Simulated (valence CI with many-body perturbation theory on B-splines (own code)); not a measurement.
# Sensitivity of CI+MBPT for Hg XLIX

Calculated by relativistic CI+MBPT: four valence electrons over a frozen Dirac-Fock core [Ar] 3d10, a basis of 6 s, 6 p, 5 d, 3 f, 1 g functions for each j, with the one-electron correlation potential Σ1 (screened to all orders), the two-electron term Σ2, the three-electron term Σ3, Breit, model QED; selected single and double excitations, second order for the rest, scaled by the run's own slope (own B-spline code, finite nucleus).

The last digits are not significant, and no measured levels were compared; by estimate large intervals hold to a few tenths of a per cent, small ones and those within an open d or f shell to about a per cent.

The reference run has the lowest level (4s^2 4p1/2^2) J=0 and an ionisation energy of 2747.86 eV. Its largest variational space holds 9997 state functions.

Levels are named by their leading jj configuration (3d3/2^4 stands for four electrons in 3d with j = 3/2), which in mixed levels can hold well under half, so a name can repeat and another be missing. Letters in brackets count levels of one name in rising energy.

Changed runs:
A. cutoff of virtual states (hartree) 12800 → 18000
B. size limit of the variational space 10000 → 1500; second order for the rest on → off; screening of Σ1 on → off
C. correlating orbitals by l 3 3 3 2 1 → 3 3 2 3 3
D. Davidson tolerance 2e-05 → 0.03 (bad on purpose)

Excitation energies of the reference run in cm⁻¹, and shifts in cm⁻¹:

```
                     Level  Reference        A      B        C     D
    (4s^2 4p1/2 4p3/2) J=1    1138150     +5.9   +428      +32     0
    (4s^2 4p1/2 4p3/2) J=2    1176990     +5.9   +830      +15     0
    (4s 4p1/2^2 4p3/2) J=2    2040930     +7.1   +948      +27     0
    (4s 4p1/2^2 4p3/2) J=1    2173420     +7.3   +752      +10     0
        (4s^2 4p3/2^2) J=2    2344670      +12   +762      +32     0
        (4s^2 4p3/2^2) J=0    2428230      +12   +284     -2.3     0
    (4s^2 4p1/2 4d3/2) J=2    2545080      +13  +1052     +5.2     0
    (4s^2 4p1/2 4d3/2) J=1    2713290      +13   +771      -55  +0.1
    (4s^2 4p1/2 4d5/2) J=2    2869280      +14  +1157     -0.4  +0.1
    (4s^2 4p1/2 4d5/2) J=3    2880080      +14   +767      -28     0
(4s 4p1/2 4p3/2^2) J=2 [a]    3159460      +13   +881      +41     0
    (4s 4p1/2 4p3/2^2) J=3    3233240      +13   +979      +27     0
    Ionisation energy (eV)    2747.86  +0.0017  +0.08  +0.0064     0
```
